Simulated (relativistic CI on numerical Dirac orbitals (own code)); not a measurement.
**Slater and spin-orbit integrals, Sm23+**

Calculated at this level of theory: Dirac-Coulomb-Breit CI, KLI orbitals optimised for each configuration, model QED (radiative potential, 1s self-energy scaled to tabulated hydrogen-like ionisation energies), unscaled Slater integrals (own radial code, finite nucleus).

Slater integrals F^k, G^k are unscaled and averaged over j, outside the closed core [Ar] 3d10; ζ comes from projecting the Hamiltonian with its Breit term on Σ l·s of the shell.

- 4s²4p⁶4d³: F^2(4d,4d) = 176490, F^4(4d,4d) = 119950, ζ(4d) = 20968 cm⁻¹; <r>(4d) = 0.5726, <r^2>(4d) = 0.3745 (bohr units).
- 4s²4p⁵4d⁴: ζ(4p) = 175780, F^2(4d,4d) = 176470, F^4(4d,4d) = 119940, F^2(4p,4d) = 179600, G^1(4p,4d) = 225340, G^3(4p,4d) = 143590, ζ(4d) = 20881 cm⁻¹; <r>(4p) = 0.5583, <r^2>(4p) = 0.3522, <r>(4d) = 0.5726, <r^2>(4d) = 0.3745 (bohr units).
- 4s²4p⁶4d²4f: F^2(4d,4d) = 176400, F^4(4d,4d) = 119890, ζ(4d) = 20968, F^2(4d,4f) = 175230, F^4(4d,4f) = 114810, G^1(4d,4f) = 190580, G^3(4d,4f) = 128610, G^5(4d,4f) = 93707, ζ(4f) = 2640.7 cm⁻¹; <r>(4d) = 0.573, <r^2>(4d) = 0.3749, <r>(4f) = 0.5626, <r^2>(4f) = 0.3609 (bohr units).

Give the Racah parameters of the d shell in 4s²4p⁶4d³.

B = F²/49 − 5F⁴/441 = 2242 cm⁻¹ and C = 35F⁴/441 = 9520 cm⁻¹.

Averages of the first 10 configurations, taken without configuration mixing, which lowers the lowest level and can move excited configurations by several eV; other configurations of the list can lie among them:

```csv
Configuration,Parity,States,Average energy above the lowest level (eV)
4s²4p⁶4d³,even,120,14.8
4s²4p⁵4d⁴,odd,1260,147.9
4s²4p⁶4d²4f,odd,630,157.3
4s4p⁶4d⁴,even,420,247.7
4s4p⁶4d³4f,odd,3360,388.5
4s²4p⁶4d²5s,even,90,242.5
4s²4p⁶4d²5p,odd,270,281.3
4s²4p⁶4d4f5s,odd,280,385.2
4s²4p⁶4d²5d,even,450,337.4
4s²4p⁵4d³5s,odd,1440,374.5
```
